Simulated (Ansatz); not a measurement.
Reactions of `O=CCOCF`.

Calculated with Ansatz (gas phase, PBE0-D4/def2-TZVP geometries, no zero-point term in ΔE). CCSD(T)/CBS is the MP2 limit (def2-TZVPP, def2-QZVPP) plus CCSD(T) − MP2 in def2-TZVPP, frozen cores. This one scheme is used for every species. DFT in def2-TZVPP. B3LYP here is the variant with VWN-RPA as its local correlation; programs differ in this. Triplets are unrestricted, without spin–orbit coupling. One conformer a species, not always the lowest.

```
                                              reaction  CCSD(T)/CBS(def2) (eV)
`O=CCOCF` + `C[SiH](S)Cl` → `C[Si](S)(Cl)C=O` + `COCF`                    0.03
                              `O=CCOCF` → `COC1(F)CO1`                    0.61
               `O=CCOCF` + `CCCO` → `CCCOCF` + `O=CCO`                       ?
                       `O=CCOCF` + H₂ → `COCC=O` + H–F                       ?
                         `O=CCOCF` → `[CH]F` + `O=CCO`                    3.63
                              `O=CCOCF` → `CC1(F)OCO1`                   -0.17
                              `O=CCOCF` → `OC1(F)COC1`                    0.38
              `O=CCOCF` → `O=COCF` + `[CH2]` (triplet)                    3.70
                       `O=CCOCF` + H₂ → `COCF` + `C=O`                   -0.29
                               `O=CCOCF` → `C=C(O)OCF`                       ?
```

(1) Fill in the missing values. (Estimate.)

Largest T1 diagnostic: 0.018, for `[CH]F`.

Answers

(1) Ansatz gave: `O=CCOCF` + `CCCO` → `CCCOCF` + `O=CCO`: -0.16 eV; `O=CCOCF` + H₂ → `COCC=O` + H–F: -0.72 eV; `O=CCOCF` → `C=C(O)OCF`: +0.04 eV.
